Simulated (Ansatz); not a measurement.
**One elementary step**

Start structure (AlHBrClF₂, singlet), relaxed at PBE0-D4/def2-TZVP:

```tsv
atom	x (Å)	y (Å)	z (Å)
Al1	-0.7306	-0.3205	0.2443
Cl2	-1.2246	1.5855	-0.4648
F3	-1.0474	-1.6188	-0.7087
F4	-0.6515	-0.5582	1.8665
H5	1.7679	1.1167	-0.7318
Br6	1.8861	-0.2047	-0.2057
```

The step: AlClF₂ ([F][Al]([F])[Cl]) + HBr → AlBrF₂ ([F][Al]([F])[Br]) + HCl (still joined by a long Al–Cl bond); bonds formed: Cl2–H5; dative contacts that become bonds: Al1–Br6; bonds broken: H5–Br6; bonds weakened to dative contacts: Al1–Cl2. Program: Ansatz 0.2.0. Basis: def2-TZVPP and def2-QZVPP. Cores are frozen in the correlated methods. Filled d shells of the heavier atoms are correlated. The def2 sets are not built for correlating such inner shells, so the correlated values are less sure here. Extrapolation: Hartree–Fock as exp(−7.88 √X), correlation as X^−2.97. Energies below are by CCSD(T) at an estimated basis limit (MP2 extrapolated from triple and quadruple zeta, plus CCSD(T) − MP2 in triple zeta).

Q: What are the electronic barrier and the energy of the step, from the start structure to the end structure? (An estimate is asked for; the value comes from the calculation.)

A: Computed: Barrier 35.4 kJ/mol; step energy 0.3 kJ/mol (uphill); reverse barrier, their difference, 35.1 kJ/mol. Barrier and step energy count from the start structure, the reverse barrier from the end structure.

The saddle point: One imaginary mode of 414i cm⁻¹.
```csv
pair,start (Å),saddle (Å),end (Å)
Al1–Br6,2.66,2.44,2.26
Cl2–H5,3.04,1.63,1.29
Al1–Cl2,2.09,2.23,2.49
H5–Br6,1.43,1.67,2.92
```

Zero-point energy (harmonic, PBE0-D4): ZPE is 37.5 kJ/mol at the start and 32.6 kJ/mol at the saddle, so the barrier goes from 35.4 to 30.5 kJ/mol.

The T1 diagnostic stays at or below 0.010.

Labels in which every atom is bracketed show which atoms are joined, not bond orders.

For scale, one of the runs: CCSD(T)/def2-TZVPP, 208 basis functions, launched by `ansatz run in.yaml --threads 4 --pin off --events-out ev --progress --plain --max-ram 9574MiB`. Hardware: 4 CPU threads of an Intel Xeon, shared host. Wall time 2.6 min; peak host memory 2.9 GiB.
